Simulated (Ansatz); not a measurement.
chlorobenzene (C₆H₅Cl), singlet, geometry from GFN2-xTB. Base run: Ansatz (a program for electronic structure) with HF/STO-3G.

Here is a job for Ansatz.
Ansatz 0.2 input:
```yaml
crystal:
  periodic: [false, false, false]
  atoms:
    - {symbol: Cl, position_ang: [2.23083293, 0.17830076, 0.00166627]}
    - {symbol: C, position_ang: [0.50565329, 0.04041467, 0.00037769]}
    - {symbol: C, position_ang: [-0.27011462, 1.18803954, 0.01931055]}
    - {symbol: C, position_ang: [-1.64922549, 1.07045173, 0.01816171]}
    - {symbol: C, position_ang: [-2.24493585, -0.17942795, -0.00167681]}
    - {symbol: C, position_ang: [-1.45823275, -1.31881734, -0.02048276]}
    - {symbol: C, position_ang: [-0.07795243, -1.21585902, -0.01957054]}
    - {symbol: H, position_ang: [0.20129330, 2.15822886, 0.03470485]}
    - {symbol: H, position_ang: [-2.25874719, 1.96145975, 0.03286497]}
    - {symbol: H, position_ang: [-3.32098418, -0.26543181, -0.00248054]}
    - {symbol: H, position_ang: [-1.91846938, -2.29532648, -0.03598506]}
    - {symbol: H, position_ang: [0.54159475, -2.09885305, -0.03414996]}
basis:
  gaussian:
    orbitals: STO-3G
hamiltonian:
  xc: hf
```

The base run was repeated with changes; each row names its change, and settings that it needs were set with it.

```tsv
change	E (Eh)
base	-681.89373
functional = blyp	-683.80528
functional = B97M-V	-684.01492
functional = B2PLYP	-683.44921
functional = b3lyp5	[?]
functional = wB97X-V	[?]
functional = hse06	[?]
functional = blyp; dispersion = d3bjatm	[?]
functional = b3lyp	-683.98646
functional = PBE0-DH	-683.53893
functional = lc_wpbe	-683.71676
functional = revpbe	-683.87749
functional = PBE-QIDH	-683.27550
```

**Question.** Some entries are withheld; supply them.

**Answer.** 
- functional = b3lyp5, E (Eh): -683.76955
- functional = wB97X-V, E (Eh): -683.92411
- functional = hse06, E (Eh): -683.60224
- functional = blyp; dispersion = d3bjatm, E (Eh): -683.83310

Absolute energies of different levels of theory aren't comparable as measures of quality.
